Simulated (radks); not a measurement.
Results of a calculation; reference values are marked as such.
The nitrogen anion N-, [He] 2s2 2p4, held by a Watson sphere: a shell of charge +1 at radius R that stands for the Madelung well of a crystal (potential energy -1/R inside, -1/r outside, in hartree with lengths in bohr). Code: a radial shooting solver on a logarithmic mesh with Libxc functionals. Model: non-relativistic Kohn-Sham, LB94 model potential, spin-polarised, spherical densities, point nucleus; open shells are filled with parallel spins first. Response by self-consistent Sternheimer equations with the Hartree and adiabatic LDA kernel. The sphere does not respond.

| R (bohr) | e(2s down) (eV) | e(2p up) (eV) | e(2p down) (eV) | <r> 2p (bohr) | sum of <r^2> (bohr^2) | X-ray form factor at sin(theta)/lambda = 0.2 1/angstrom | alpha (bohr^3) |
|---|---|---|---|---|---|---|---|
| 2.28 | -20.695 | -11.994 | -10.226 | 1.639 | 18.10 | 4.801 | 13.05 |
| 3.01 | -18.994 | -10.398 | -8.683 | 1.723 | 19.55 | 4.732 | 17.39 |
| 3.59 | -17.953 | -9.386 | -7.687 | 1.770 | 20.34 | 4.712 | 20.77 |
| 3.67 | -17.827 | -9.263 | -7.565 | 1.775 | 20.43 | 4.710 | 21.22 |
| 3.72 | -17.750 | -9.187 | -7.490 | 1.778 | 20.48 | 4.710 | 21.49 |
| 3.76 | -17.690 | -9.128 | -7.431 | 1.781 | 20.52 | 4.709 | 21.71 |
| 3.88 | -17.514 | -8.954 | -7.259 | 1.788 | 20.64 | 4.707 | 22.36 |
